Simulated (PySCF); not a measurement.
**NMR data sheet: C8H9NSi**

| Item | Value |
| --- | --- |
| Formula | C8H9NSi |
| SMILES | C#C[SiH2]/C(=C/C#N)C(=C)C |
| Point group of the computed structure | C1 |
| Degrees of unsaturation | 6 |
| Carbon signals | 8 |
| Proton signals | 6 |

Bonds (- single, = double, # triple, : aromatic): C1#C2, C2-Si3, Si3-C4, C4=C5, C5-C6, C6#N7, C4-C8, C8=C9, C8-C10. C1 carries H11; Si3 carries H12, H13; C5 carries H14; C9 carries H15, H16; C10 carries H17, H18, H19. Stereochemistry as in C#C[SiH2]/C(=C/C#N)C(=C)C. H15 is cis to C4; H16 is trans to C4.

Computed data (PySCF 2.14): geometry: GFN2-xTB, GIAO PBE0/pcSseg-1 shieldings. Relativity neglected, isolated molecule, fast rotation and ring inversion assumed for equivalent nuclei, single conformer.

Shifts are taken against calculated references (same method and geometry level): TMS for ¹H (σref 31.72), ¹³C (σref 186.93), ²⁹Si (σref 349.16); NH3 for ¹⁵N (σref 267.73).

```tsv
carbon	δC, type	δH (multiplicity)	HMBC from (2–3 bonds)	span of the C tensor (ppm)
C1	107.6, CH	2.12 (t)	H12/H13	247
C2	85.3, C	–	H12/H13, H11	283
C4	172.0, C	–	H15, H16, H14, H12/H13, H17/H18/H19	260
C5	114.2, CH	5.53 (s)	H12/H13	173
C6	121.7, C	–	H14	344
C8	152.5, C	–	H15, H16, H14, H12/H13, H17/H18/H19	232
C9	126.1, CH2	H15 5.77 (m); H16 5.67 (m)	H17/H18/H19	188
C10	26.3, CH3	2.21 (s)	H15, H16	32
```

Other nuclei:
| atoms | nucleus | environment | δ (ppm) | σ (ppm) |
| --- | --- | --- | --- | --- |
| H12/H13 | ¹H | hydrogen on a silicon bonded to 2 C | 4.64 | 27.07 |
| Si3 | ²⁹Si | silicon bonded to 2 C, 2 H | -64.6 | 413.8 |
| N7 | ¹⁵N | nitrile nitrogen | 330.7 | -62.9 |

- Carbon types of the structure: 4 × C, 2 × CH, 1 × CH2, 1 × CH3, leaving 2 H on heteroatoms.
- δC 172.0, 152.5: fully substituted alkene carbon.
- δC 126.1: terminal =CH2 carbon; an sp2 carbon of a C=C bond.
- δC 121.7: nitrile carbon; typical of a nitrile.
- δC 114.2: alkene CH; an sp2 carbon of a C=C bond.
- δC 85.3: alkyne carbon; the triple bond shields along its axis, which puts it between sp3 and sp2 carbons.

Shifts are as computed. Against solution values, carbons near 30 ppm lie about +3 ppm off and those near 130 ppm about +5 ppm. Of 1309 compounds with measured shifts, 239 miss one by over three times the rms of a fit or turn the order of signals round; such compounds aren't used in these exercises. Experimental scales use liquid or dissolved standards, which lie at an offset from isolated NH3 (liquid NH3: subtract about 20 ppm). Unscaled 15N shifts of sp2 nitrogen come out 20 to 40 ppm too high even then. Multiplicities follow the n + 1 count of equivalent neighbours, as no J values were calculated; m marks all less simple cases, F and P coupling included.
